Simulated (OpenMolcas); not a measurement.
**Pd2+: ligand-field states by method**

Pd2+ with its 8 nearest fluoride ions at 2.323 Å, on the Ca site of CaF2 (a = 5.46294 Å, distance in the model lattice 2.366 Å). The rest of the host is ab initio model potentials to 7.6 Å and point charges beyond; the distance is set by hand and nothing relaxes. Ligand basis ANO-RCC-VDZP.
```
Pd    0.0000    0.0000    0.0000
F     1.3412    1.3412    1.3412
F     1.3412    1.3412   -1.3412
F     1.3412   -1.3412    1.3412
F     1.3412   -1.3412   -1.3412
F    -1.3412    1.3412    1.3412
F    -1.3412    1.3412   -1.3412
F    -1.3412   -1.3412    1.3412
F    -1.3412   -1.3412   -1.3412
```

* Program: OpenMolcas
* Basis: ANO-RCC-VTZP [7s6p4d2f1g]
* Scalar Hamiltonian: DKH2, point nucleus
* Active space: 8 electrons in 5 orbitals (4d)
* State averaging: 2S+1 = 3 even, 10 roots; 2S+1 = 1 even, 15 roots
* Spin-orbit coupling: RASSI with atomic mean-field integrals over the reference wave functions

I. CASSCF
II. SS-CASPT2, IPEA 0.25 Eh, imaginary shift 0.1 Eh (closed shells correlated: 4s 4p and the ligand valence shells)

Spin-free states (labels of O, the rotations of Oh) in cm-1, each column counted from its own energy of the first state listed:

```tsv
State	Degeneracy	I	II
3T1	3	0	0
3T2	3	5376	6250
3A2	1	11642	14810
1T2	3	13110	8920
1E	2	13743	9850
3T1	3	18145	15160
1T2	3	21279	17730
1A1	1	23367	18440
1T1	3	23489	20400
1E	2	27014	26380
1A1	1	50690	42860
```

From I to II, I's first state of the same spin (3T2) moves from 5376 to 6250 cm-1, by about +870 cm-1.

From I to II, I's first state of another spin (1T2) moves from 13110 to 8920 cm-1, by about -4200 cm-1.

I: A least-squares ligand-field fit to the states below 45000 cm-1, each weighted by its degeneracy and with a free common offset, gives 10Dq = -6272 cm-1 (negative for this site), B = 910 cm-1 and C = 3615 cm-1 (C/B = 3.97), with an rms deviation of 36 cm-1. The same method and metal basis give the free ion B = 953 cm-1 (fit to its terms below 60000 cm-1, rms deviation 8 cm-1), so the nephelauxetic ratio is β = 910 / 953 = 0.95; it hangs on how both fits weigh the states, and computed free-ion B values tend to be too large, so β mixes covalency with correlation.

II: A least-squares ligand-field fit to the states below 45000 cm-1, each weighted by its degeneracy and with a free common offset, gives 10Dq = -8217 cm-1 (negative for this site), B = 635 cm-1 and C = 2926 cm-1 (C/B = 4.61), with an rms deviation of 378 cm-1. The same method and metal basis give the free ion B = 774 cm-1 (fit to its terms below 60000 cm-1, rms deviation 405 cm-1), so the nephelauxetic ratio is β = 635 / 774 = 0.82; it hangs on how both fits weigh the states, and computed free-ion B values tend to be too large, so β mixes covalency with correlation.

From I to II, 10Dq changes by +31 %, B by -30 % and C by -19 %.

χT at 300 K: I 1.67, II 1.57 cm3 K/mol.

Roots that are degenerate in the reference are averaged as groups; the widest CASPT2 spread within a group is 550 cm-1 (the 3-fold group of multiplicity 1 near 20400 cm-1 above the lowest state of its run, II). Shifts and gaps below about the spread of the groups concerned are not significant. Over all roots computed the reference weight is 0.67 to 0.68 in II; a low but even weight reflects the number of correlated electrons. An orbital triplet at a regular site is open to Jahn-Teller coupling, which can distort the site and quench the lowest spin-orbit gaps and is left out. Real 4d8 and 5d8 ions are as a rule square planar and diamagnetic. Ligand-to-metal charge-transfer states are missing. With no ligand orbital active B as a rule stays too high, so bands that hang on it stand too high and its fall with covalency is understated. Without dynamic correlation the repulsion within the d shell is too large (B by tens of per cent), so at a given field states of lower spin stand too high (holds for I). With metal d orbitals alone the field can be off either way by tens of per cent (holds for I). With one d shell and no ligand orbital active, 10Dq can be off by a tenth or more (holds for II). Free-ion shares, where given, are those of the reference states; single-state CASPT2 does not remix them (holds for II). No measured value stands beside these numbers; the geometry was set by hand and not optimised.
